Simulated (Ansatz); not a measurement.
Frontier orbitals of FH3O2Si2.

Cartesian coordinates in Å:
```
O 0.5676 -1.4614 -0.8225
Si 1.1408 -0.4897 0.2977
O 0.3494 0.6809 0.9167
Si -1.4559 1.1053 0.6858
F -1.6254 -0.0363 -0.5807
H -0.3504 -1.1942 -1.0546
H 2.4644 -0.8827 0.7865
H -1.0906 2.2780 -0.2289
```

The species carries charge 0 and has multiplicity 1. The bonds changed during the relaxation, so this is another structure than the one it started from. The geometry is a stationary point of PBE0-D4/def2-TZVP. It is one conformer, not always the lowest. Basis def2-TZVPP, Ansatz 0.2.0.

```json
{"functional": "PBE", "HOMO (eV)": "-4.44", "LUMO (eV)": "-3.07", "gap (eV)": "1.37"}
{"functional": "B97M-V", "HOMO (eV)": "-4.58", "LUMO (eV)": "-2.97", "gap (eV)": "1.61"}
{"functional": "PBE0", "HOMO (eV)": "-5.28", "LUMO (eV)": "-2.36", "gap (eV)": "2.92"}
{"functional": "B3LYP", "HOMO (eV)": "-5.15", "LUMO (eV)": "-2.56", "gap (eV)": "2.59"}
{"functional": "r2SCAN0", "HOMO (eV)": "-5.36", "LUMO (eV)": "-2.25", "gap (eV)": "3.11"}
{"functional": "BHLYP", "HOMO (eV)": "-6.13", "LUMO (eV)": "-1.53", "gap (eV)": "4.60"}
{"functional": "CAM-B3LYP", "HOMO (eV)": "-6.48", "LUMO (eV)": "-1.36", "gap (eV)": "5.12"}
{"functional": "ωB97M-V", "HOMO (eV)": "-7.25", "LUMO (eV)": "-0.48", "gap (eV)": "6.77"}
{"functional": "HF", "HOMO (eV)": "-7.45", "LUMO (eV)": "0.71", "gap (eV)": "8.16"}
```

Against PBE, PBE0 changes HOMO and LUMO by −0.84 and +0.71 eV, ωB97M-V by −2.81 and +2.59 eV. A gap of 1.37 eV thus becomes 6.76 eV for the same molecule, so an orbital gap means little without its functional.

B3LYP here is the variant with VWN-RPA as its local correlation; programs differ in this.
